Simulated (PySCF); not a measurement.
B3LYP has the VWN-RPA correlation part, as in Gaussian. Delta-SCF ions had no search for a lower state. 

Z-matrix (Å, degrees):
```
Ga
O 1 1.7786
H 2 0.9640 1 112.94
Br 1 2.2711 2 117.98 3 -179.70
Br 1 2.2880 2 120.38 3 0.47
```
Charge 0, multiplicity 1.

Problem. What LUMO, HOMO, total energy, HOMO–LUMO gap and vertical ionisation energy (Delta-SCF) does B3LYP-D3(BJ)/def2-TZVP run with PySCF give?

Solution. 
- LUMO = -2.22 eV
- HOMO = -8.45 eV
- total energy = -194542.03 eV
- HOMO–LUMO gap = 6.23 eV
- vertical ionisation energy (Delta-SCF) = 10.69 eV
